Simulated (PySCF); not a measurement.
# ZrN₂ + H₂O → H₂ZrO + N₂

Level: PBE0 in the def2-TZVP basis family, computed in PySCF with density fitting; scalar-relativistic core potentials for atoms from Rb on, none lighter, no spin–orbit coupling; open shells unrestricted.

| species | state and structure | E (Eh) | ZPE (kJ/mol) | H(298 K) − H(0) (kJ/mol) | S° (J/(mol K)) |
| --- | --- | --- | --- | --- | --- |
| ZrN₂ | triplet, C2v, N–N 1.226 Å, Zr–N 2.024 Å (×2); N–N–Zr 72.4° (×2), N–Zr–N 35.3° | -156.36629 | 15.7 | 11.0 | 272.0 |
| H₂O | singlet, C2v, O–H 0.960 Å (×2); H–O–H 105.1° | -76.37736 | 56.5 | 9.9 | 188.7 |
| H₂ZrO | singlet, Cs, Zr–H 1.871 Å (×2), Zr–O 1.722 Å; H–Zr–H 111.8°, H–Zr–O 105.4° (×2) | -123.40365 | 34.8 | 11.8 | 263.7 |
| N₂ | singlet, D∞h, N–N 1.089 Å | -109.44629 | 14.9 | 8.7 | 191.4 |

Task: What is the electronic reaction energy?

Result: At PBE0/def2-TZVP, ΔE = -279.1 kJ/mol from the differences of the total energies times 2625.5, downhill. 

Task: Add zero-point, thermal and entropy terms for 298.15 K and 1 bar.

Result: ΔZPE = -22.5 and Δ[H(298) − H(0)] = -0.4 kJ/mol give ΔH° = -302.0 kJ/mol. ΔS° = -5.6 J/(mol K), so ΔG° = -302.0 − 298.15 × (-0.0056) = -300 kJ/mol.

Open d or f shells are single determinants, so the state found may not be the ground state. Each species is the lowest minimum found with this bonding; other isomers or fragments can lie lower.
